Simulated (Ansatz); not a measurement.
Reaction (ligand exchange at the Si–S bond): `OCS[SiH3]` + `C=C[SiH2]O` → `C=C[SiH2]O[SiH3]` + `OCS`

Calculated with Ansatz (gas phase, PBE0-D4/def2-TZVP geometries, no zero-point term in ΔE). CBS: MP2 limit from def2 TZ/QZ plus the TZ coupled-cluster correction, frozen cores. Functionals use def2-TZVPP. HSE06 is defined as in plane-wave codes. One conformer a species, not always the lowest.

```csv
level,ΔE (eV)
r2SCAN-D4,-0.38
HSE06-D4,-0.33
ωB97M-V,-0.45
B2PLYP,-0.49
BLYP,-0.43
BHLYP,-0.58
LC-ωPBE,-0.42
SCS-MP2/def2-TZVPP,-0.53
```

Question: What does CCSD(T)/CBS give? (Best estimate.)

Answer: Ansatz gave: -0.46 eV. The listed levels differ from it by 0.08, 0.13, 0.01, -0.03, 0.03, -0.12, 0.04, -0.07 eV.

Largest T1 diagnostic among the species: 0.012.

From r2SCAN to r2SCAN0 (25 % exact exchange), in def2-TZVPP and without D4, ΔE moves by −0.04 eV. Leaving LDA and LC-ωPBE aside and taking each functional with its dispersion term where it has one, the values, not all of them listed here, spread over 0.33 eV, from BHLYP-D4 to revPBE-D4. In def2-TZVPP, CCSD(T) changes the Hartree–Fock value by +0.23 eV (the triples alone add +0.05 eV) and MP2 by +0.25 eV.
